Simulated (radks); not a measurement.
Valence configurations of Ti (all share [Ar]). All-electron calculation, non-relativistic Kohn-Sham, PBEsol, spin-polarised, spherical densities, point nucleus; open shells are filled with parallel spins first. Program: a radial shooting solver on a logarithmic mesh with Libxc functionals. Energies are relative to 3d2 4s2; eigenvalues in eV for spin up.

[
 {"valence": "3d2 4s2", "E (eV)": "0.000", "moment (Bohr magnetons)": "2", "e(3d)": "-5.016", "e(4p)": "-", "e(4s)": "-4.643"},
 {"valence": "3d1 4s2 4p1", "E (eV)": "5.205", "moment (Bohr magnetons)": "2", "e(3d)": "-9.970", "e(4p)": "-2.846", "e(4s)": "-6.485"},
 {"valence": "3d3 4s1", "E (eV)": "-0.423", "moment (Bohr magnetons)": "4", "e(3d)": "-2.500", "e(4p)": "-", "e(4s)": "-4.098"},
 {"valence": "3d2 4s1.5 4p0.5", "E (eV)": "1.126", "moment (Bohr magnetons)": "3", "e(3d)": "-5.646", "e(4p)": "-2.075", "e(4s)": "-5.237"},
 {"valence": "3d2 4s1 4p1", "E (eV)": "1.931", "moment (Bohr magnetons)": "4", "e(3d)": "-6.145", "e(4p)": "-2.415", "e(4s)": "-5.687"},
 {"valence": "3d2 4p2", "E (eV)": "5.232", "moment (Bohr magnetons)": "4", "e(3d)": "-7.195", "e(4p)": "-2.925", "e(4s)": "-"},
 {"valence": "3d1.5 4s1.5 4p1", "E (eV)": "3.331", "moment (Bohr magnetons)": "3", "e(3d)": "-7.952", "e(4p)": "-2.660", "e(4s)": "-6.101"},
 {"valence": "3d1 4p3", "E (eV)": "11.275", "moment (Bohr magnetons)": "4", "e(3d)": "-11.897", "e(4p)": "-3.943", "e(4s)": "-"},
 {"valence": "4s2 4p2", "E (eV)": "14.506", "moment (Bohr magnetons)": "2", "e(3d)": "-", "e(4p)": "-4.000", "e(4s)": "-8.227"},
 {"valence": "4s1 4p3", "E (eV)": "16.937", "moment (Bohr magnetons)": "4", "e(3d)": "-", "e(4p)": "-4.583", "e(4s)": "-8.988"}
]

NIST lists [Ar] 3d2 4s2 as the ground configuration; this level of theory puts 3d3 4s1 lower, by 0.423 eV. The energies are those of spherical high-spin densities, not of single terms.
